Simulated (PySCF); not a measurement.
**Question.** Write Cartesian coordinates for `C(=O)C(=O)C#CC=C` as optimised with GFN2-xTB.

**Answer.** 
```xyz
12
C6H4O2 angstrom
C     -2.483    1.144    0.077
C     -2.086   -0.123   -0.033
C     -0.732   -0.489    0.002
C      0.436   -0.808    0.030
C      1.821   -1.116    0.070
O      2.306   -2.223   -0.019
C      2.717    0.113    0.240
O      2.326    1.240    0.334
H     -1.772    1.944    0.196
H     -3.525    1.411    0.048
H     -2.793   -0.935   -0.153
H      3.788   -0.159    0.269
```

Orientation and origin are arbitrary. Atoms count from 1 in this order. The 8 heavy atoms lie in one plane (0.001 Å rms). The 5 C–C bonds span 1.211 Å (C3≡C4, drawn triple) to 1.531 Å (C5–C7, drawn single), a spread of 0.320 Å.

Bonds between heavy atoms (Å): C1=C2 1.332, C2–C3 1.403, C3≡C4 1.211, C4–C5 1.419, C5=O6 1.211, C5–C7 1.531, C7=O8 1.197.

The geometry is computed with GFN2-xTB (gas phase).

Point group: Cs (every atom within 0.08 Å of its image). Stationary, but not proved a minimum. The numbers are those of one conformer (C4–C5–C7–O8 0°).
